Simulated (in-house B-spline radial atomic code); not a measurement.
Radial electron density of Re, [Xe] 4f14 5d5 6s2. Level of theory: Dirac-Kohn-Sham LDA PW92, spherical fractional occupations, Fermi nucleus of rms radius 5.3698 fm; calculated with a B-spline radial code for spherical atoms.

Columns: r (bohr), 4πr²n(r) (electrons per bohr), bar.

```
0.000525    3.021 #
0.000657    4.324 #
0.000824    6.174 ##
 0.00103    8.709 ###
 0.00129    12.22 ####
 0.00162    17.04 #####
 0.00203    23.38 ########
 0.00254    31.53 ##########
 0.00319    41.88 ##############
 0.00399    54.04 #################
   0.005    67.79 ######################
 0.00627    81.99 ##########################
 0.00785    94.65 ###############################
 0.00984    103.6 #################################
  0.0123    106.8 ##################################
  0.0155    103.9 #################################
  0.0194    97.77 ################################
  0.0243    94.52 ##############################
  0.0304    100.5 ################################
  0.0381    116.5 ######################################
  0.0477    133.3 ###########################################
  0.0598    136.5 ############################################
  0.0749    122.3 #######################################
  0.0939    107.8 ###################################
   0.118    112.8 ####################################
   0.147      126 #########################################
   0.185    115.5 #####################################
   0.231    82.63 ###########################
    0.29    65.94 #####################
   0.363     75.3 ########################
   0.455    75.25 ########################
    0.57    53.22 #################
   0.714    31.07 ##########
   0.895    20.38 #######
    1.12    14.83 #####
    1.41    9.413 ###
    1.76    5.376 ##
    2.21    3.087 #
    2.76     1.86 #
    3.46   0.9906 
    4.34   0.4066 
    5.44   0.1172 
    6.81  0.02194 
    8.54  0.00238 
    10.7 0.0001384
```

On this grid the curve has 4 maxima, near 0.0123, 0.0598, 0.147, 0.363 bohr.

The 6s1/2 radial function P(r) = rR(r), positive near the nucleus, with its small component Q(r) (sign convention: Q ≈ (P' + κP/r)/2c):

```csv
r (bohr),P,Q
0.000267,0.00734,-0.00204
0.000419,0.01061,-0.003084
0.000657,0.01518,-0.004525
0.00103,0.02144,-0.006512
0.00162,0.02976,-0.009228
0.00254,0.03994,-0.01275
0.00399,0.05091,-0.01705
0.00627,0.05917,-0.02159
0.00984,0.05741,-0.02498
0.0155,0.03433,-0.0246
0.0243,-0.01701,-0.0173
0.0381,-0.07846,-0.002599
0.0598,-0.08294,0.01198
0.0939,0.03118,0.01193
0.147,0.1343,-0.00352
0.231,-0.02575,-0.009065
0.363,-0.1904,0.003216
0.57,0.1074,0.005151
0.895,0.292,-0.002627
1.41,-0.169,-0.003063
2.21,-0.618,0.0003131
3.46,-0.5373,0.001251
5.44,-0.2068,0.0005657
8.54,-0.03048,8.519e-05
```
